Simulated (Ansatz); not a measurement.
Calculated with Ansatz (gas phase, PBE0-D4/def2-TZVP geometries, no zero-point term in ΔE). CBS: MP2 limit from def2 TZ/QZ plus the TZ coupled-cluster correction, frozen cores. This one scheme is used for every species. Functionals use def2-TZVPP. B3LYP here is the variant with VWN-RPA as its local correlation; programs differ in this. One conformer a species, not always the lowest.

`[SiH3]BCl` + `CNC` → `CN(C)B[SiH3]` + HCl  (ligand exchange at a B–Cl bond)

`[SiH3]BCl`:

Cartesian coordinates in Å:
```
Si -0.190 -0.198 0.822
B 0.170 0.177 -1.126
Cl 1.343 1.361 -1.623
H -1.627 0.076 1.108
H 0.652 0.617 1.736
H 0.055 -1.643 1.090
H -0.403 -0.390 -2.008
```

`CNC`:

Cartesian coordinates in Å:
```
C 0.807 -0.877 -0.203
N 0.493 0.505 0.079
C -0.924 0.778 0.030
H 1.881 -1.045 -0.097
H 0.537 -1.107 -1.238
H 0.278 -1.598 0.444
H 0.860 0.762 0.986
H -1.287 0.636 -0.993
H -1.114 1.817 0.305
H -1.530 0.129 0.686
```

`CN(C)B[SiH3]`:

Cartesian coordinates in Å:
```
C 0.974 0.727 1.675
N 0.354 0.123 0.512
C 0.876 -1.199 0.241
B -0.623 0.767 -0.230
Si -1.566 0.050 -1.860
H 2.057 0.817 1.532
H 0.806 0.111 2.566
H 0.556 1.717 1.845
H 0.394 -1.626 -0.635
H 1.957 -1.156 0.063
H 0.707 -1.862 1.096
H -0.938 1.867 0.141
H -1.167 -1.316 -2.312
H -3.038 0.013 -1.617
H -1.347 0.969 -3.016
```

HCl:

Cartesian coordinates in Å:
```
Cl 0.211 -0.448 -0.404
H -0.211 0.448 0.404
```

Question: Is it downhill or uphill in electronic energy at CCSD(T)/CBS, and by how much? (An estimate is asked.)

Answer: Computed: Downhill: ΔE = -70.0 kJ/mol.

Question: What do these levels give: PBE-D4, r2SCAN-D4, B3LYP-D4, ωB97X-V, B3LYP, HF/def2-TZVPP, MP2/def2-TZVPP, CCSD/def2-TZVPP, CCSD(T)/def2-TZVPP, HF/def2-QZVPP, MP2/def2-QZVPP, SCS-MP2/def2-QZVPP? (An estimate is asked.)

Answer: Computed: PBE-D4 -70.1, r2SCAN-D4 -66.9, B3LYP-D4 -69.3, ωB97X-V -64.3, B3LYP -60.9, HF/def2-TZVPP -44.3, MP2/def2-TZVPP -72.2, CCSD/def2-TZVPP -68.2, CCSD(T)/def2-TZVPP -71.8, HF/def2-QZVPP -44.7, MP2/def2-QZVPP -71.2, SCS-MP2/def2-QZVPP -67.3 kJ/mol.

Largest T1 diagnostic among the species: 0.014.

The D4 term adds −8.4 kJ/mol with B3LYP and −5.0 kJ/mol with PBE0; it sums over pairs of atoms, weighted by their polarisabilities, and B3LYP, whose exchange is more repulsive, gets the larger term. In def2-TZVPP, CCSD(T) changes the Hartree–Fock value by −27.5 kJ/mol (the triples alone add −3.6 kJ/mol) and MP2 by −27.8 kJ/mol.
